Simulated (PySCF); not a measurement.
Species: C2H5F3OSi.
SMILES with atom numbers: `[F:1][C:2]([F:3])([F:4])[CH2:5][O:6][SiH3:7]` (hydrogens: H8, H9 on C5; H10, H11, H12 on Si7)

The same species was optimised twice, with GFN2-xTB and with PBE0-D3(BJ)/def2-SVP (PySCF), and the same property calculations (PySCF, gas phase) were run on both structures.

```tsv
coordinate	GFN2-xTB	PBE0-D3(BJ)/def2-SVP	change
O6–Si7 (Å)	1.634	1.671	+0.037
C2–C5 (Å)	1.526	1.513	-0.013
C5–O6 (Å)	1.377	1.386	+0.009
F1–C2 (Å)	1.345	1.337	-0.008
C2–F4 (Å)	1.335	1.331	-0.004
C2–F3 (Å)	1.335	1.331	-0.004
C5–O6–Si7 (°)	128.6	125.0	-3.6
F1–C2–C5 (°)	110.7	109.3	-1.4
F1–C2–F3 (°)	106.7	108.0	+1.3
F1–C2–F4 (°)	106.7	108.0	+1.3
F3–C2–C5 (°)	112.6	111.7	-0.9
F4–C2–C5 (°)	112.6	111.8	-0.8
F3–C2–F4 (°)	107.2	108.0	+0.8
C2–C5–O6 (°)	109.0	109.1	+0.1
F1–C2–C5–O6 (°)	180	180	0
C2–C5–O6–Si7 (°)	180	175	-5
```

Rotational constants: A = 5070, B = 1018, C = 1012 MHz (GFN2-xTB) against A = 5022, B = 1019, C = 1012 MHz (PBE0-D3(BJ)/def2-SVP).

On the GFN2-xTB structure: HOMO (eV) -8.74 [PBE0/pcSseg-1]; LUMO (eV) -0.08 [PBE0/pcSseg-1]; dipole (D) 2.95 [PBE0/pcSseg-1]; GIAO shielding of F1/F3/F4 (mean) (ppm) 263.3 [PBE0/pcSseg-1]; GIAO shielding of C2 (ppm) 54.0 [PBE0/pcSseg-1]; GIAO shielding of C5 (ppm) 118.7 [PBE0/pcSseg-1]; GIAO shielding of O6 (ppm) 335.8 [PBE0/pcSseg-1]; GIAO shielding of Si7 (ppm) 379.9 [PBE0/pcSseg-1].

Task: What do these properties become on the PBE0-D3(BJ)/def2-SVP structure?

Result: 
```
                                    property          level  on GFN2-xTB  on PBE0-D3(BJ)/def2-SVP  change
                                   HOMO (eV)  PBE0/pcSseg-1        -8.74                    -8.74    0.00
                                   LUMO (eV)  PBE0/pcSseg-1        -0.08                     0.03   +0.11
                                  dipole (D)  PBE0/pcSseg-1         2.95                     2.69   -0.26
energy, GFN2-xTB geometry as zero (kcal/mol)  PBE0/pcSseg-1          0.0                     -2.5    -2.5
     GIAO shielding of F1/F3/F4 (mean) (ppm)  PBE0/pcSseg-1        263.3                    267.8    +4.5
                  GIAO shielding of C2 (ppm)  PBE0/pcSseg-1         54.0                     55.8    +1.8
                  GIAO shielding of C5 (ppm)  PBE0/pcSseg-1        118.7                    117.7    -1.0
                  GIAO shielding of O6 (ppm)  PBE0/pcSseg-1        335.8                    332.1    -3.7
                 GIAO shielding of Si7 (ppm)  PBE0/pcSseg-1        379.9                    378.6    -1.3
```

The heavy atoms differ by 0.041 Å rms after alignment. Among bonds between heavy atoms O6–Si7 changes most (+0.037 Å). Changes are differences of the printed values. Neither structure is proved a minimum here.

The values belong to the conformer `[F:1][C:2]([F:3])([F:4])[CH2:5][O:6][SiH3:7]`: F1–C2–C5–O6 180°, C2–C5–O6–Si7 175°.
